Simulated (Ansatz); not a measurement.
AuO4H4, that is [Au(OH)4]- with one electron fewer, relaxed as a doublet with UKS PBE0-D4/def2-SVPD in Ansatz, starting from the PBE0-D4/def2-SVPD geometry of the charge -1 singlet. Force threshold 0.02 eV/Å.

In the def2 sets Au takes a core potential; there is no spin–orbit coupling.

Start:

Cartesian coordinates in Å:
```
Au 0.000 0.000 0.000
O -0.763 -0.911 -1.597
H -0.338 -0.460 -2.334
O -1.083 -1.174 1.187
H -1.563 -1.733 0.568
O 0.764 0.910 1.597
H 0.337 0.461 2.334
O 1.084 1.173 -1.187
H 1.563 1.734 -0.568
```

```json
{"step": "1", "energy (eV)": "-11928.9059", "largest force component (eV/Å)": "1.222", "SCF passes": "50"}
{"step": "2", "energy (eV)": "-11929.0374", "largest force component (eV/Å)": "0.238", "SCF passes": "34"}
{"step": "3", "energy (eV)": "-11929.0457", "largest force component (eV/Å)": "0.107", "SCF passes": "35"}
{"step": "4", "energy (eV)": "-11929.0479", "largest force component (eV/Å)": "0.136", "SCF passes": "33"}
{"step": "5", "energy (eV)": "-11929.0539", "largest force component (eV/Å)": "0.179", "SCF passes": "47"}
{"step": "6", "energy (eV)": "-11929.0607", "largest force component (eV/Å)": "0.137", "SCF passes": "44"}
{"step": "7", "energy (eV)": "-11929.0652", "largest force component (eV/Å)": "0.144", "SCF passes": "42"}
{"step": "8", "energy (eV)": "-11929.0665", "largest force component (eV/Å)": "0.035", "SCF passes": "39"}
{"step": "9", "energy (eV)": "-11929.0668", "largest force component (eV/Å)": "0.011", "SCF passes": "36"}
```

Force components are those of the run's own axes.

End:

```xyz
9

Au   -0.005    0.004    0.000
O    -0.680   -0.811   -1.583
H    -0.237   -0.346   -2.316
O    -1.047   -1.118    1.240
H    -1.565   -1.753    0.736
O     0.674    0.817    1.583
H     0.236    0.347    2.316
O     1.034    1.129   -1.240
H     1.589    1.731   -0.735
```

By distances, no bond broke or formed. The bond that changes most is Au1–O6, from 1.99 to 1.90 Å (atoms count from 1).

No frequencies were taken in this run, so the end may be a saddle point.

Run time 16 s (4 threads of AMD EPYC 9R45 on a shared host).
